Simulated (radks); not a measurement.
Values are calculated unless marked as measured or tabulated.
The caesium ion Cs29+, configuration [Ar] 3d8.

Code: a radial shooting solver on a logarithmic mesh with Libxc functionals. Model: non-relativistic Kohn-Sham, SCAN, spin-polarised, spherical densities, point nucleus; open shells are filled with parallel spins first (spin-orbit coupling, left out, can overturn this in heavy ions); meta-GGA in the generalised Kohn-Sham scheme; relativity is left out, which matters for an element this heavy.

Energy parts (eV):
total: -192564.64
kinetic: 192527.91
electron-nucleus: -425641.15
Hartree: 44616.75
exchange-correlation: -4068.15

Orbitals (lengths in bohr, moments of r in powers of bohr; <r^-3> diverges for s and p1/2; r(90%) holds 90 % of the orbital's charge):
orbital  occ.  eigenvalue (eV)  <1/r>     <r^2>  r(90%)  <r^-3>
1s up       1        -35407.62  54.47  0.001021  0.0491       -
1s down     1        -35407.37  54.47  0.001021  0.0491       -
2s up       1        -6346.161  12.59   0.01639   0.181       -
2s down     1        -6339.643  12.60   0.01638   0.181       -
2p up       3        -6045.478  12.58   0.01229   0.163    5542
2p down     3        -6040.329  12.59   0.01227   0.163    5550
3s up       1        -2087.840  4.799    0.1037   0.440       -
3s down     1        -2079.640  4.786    0.1041   0.440       -
3p up       3        -1961.518  4.729   0.09760   0.432    1151
3p down     3        -1952.857  4.717   0.09801   0.433    1144
3d up       5        -1736.689  4.611   0.07827   0.400   192.4
3d down     3        -1726.449  4.603   0.07868   0.402   191.8

The highest occupied level is 3d down at -1726.4 eV. The electron density at the nucleus is 1.174e+05 e/bohr^3. Spin moment in Bohr magnetons: 2.
